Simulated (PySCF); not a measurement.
**Two probes of the same atoms: core binding energy and nuclear shielding**

Protonated 1-cyano-1,3-cyclopentadiene, C₆H₆N (charge +1).
Geometry (PBE0-D3(BJ)/def2-SVP, Å), atoms numbered from 1 in this order:
```xyz
13
C6H6N angstrom
N      2.9929    0.4502    0.3804
C      1.8524    0.2703    0.2797
C      0.4972    0.0603    0.1461
C     -0.3575   -0.2600    1.1850
C     -1.6867   -0.4033    0.6721
C     -1.6636   -0.1759   -0.6709
C     -0.2890    0.1374   -1.1337
H      3.9870    0.6074    0.4743
H     -0.0671   -0.3842    2.2305
H     -2.5592   -0.6539    1.2750
H     -2.5225   -0.2118   -1.3439
H     -0.2362    1.1335   -1.6111
H      0.0585   -0.5870   -1.8938
```

Binding energies: PySCF 2.14.0, delta-SCF UKS SCAN, pcX-2 on the ionised atom, pcseg-1 elsewhere, spin-free X2C. Shieldings: GIAO HF/pcSseg-2, non-relativistic, same geometry.

| atom | isotropic shielding (ppm) |
| --- | --- |
| C2 | 71.5 |
| C3 | 103.6 |
| C4 | -14.3 |
| C5 | 53.5 |
| C6 | 3.2 |
| C7 | 150.6 |

**Question.** What are the C 1s binding energies of these atoms?

**Answer.** 
| atom | environment | C 1s (eV) | isotropic shielding (ppm) |
| --- | --- | --- | --- |
| C6 | alkene CH carbon | 295.23 | 3.2 |
| C5 | alkene CH carbon | 295.26 | 53.5 |
| C4 | alkene CH carbon | 296.09 | -14.3 |
| C7 | allylic carbon | 296.20 | 150.6 |
| C3 | fully substituted alkene carbon | 296.32 | 103.6 |
| C2 | triply bonded carbon | 298.88 | 71.5 |

**Question.** Among the listed atoms, is the one with the highest binding energy also the least shielded?

**Answer.** No. The highest binding energy is at C2 (298.88 eV, shielding 71.5 ppm), the lowest shielding at C4 (-14.3 ppm, 296.09 eV).

Over these 6 sites the two quantities correlate at r = 0.25. By binding energy: C6 ≈ C5 < C4 < C7 < C3 < C2. By shielding: C4 < C6 < C5 < C2 < C3 < C7.

The unrestricted hole states depart most from a pure doublet (⟨S²⟩ = 0.75; over 0.85 named) for C 1s of C2 (0.91), C 1s of C4 (0.96) and C 1s of C6 (0.91), which makes these values less certain. The species carries charge +1, so core ionisation leaves charge +2. Isolated species at its PBE0-D3(BJ)/def2-SVP geometry, gas phase.
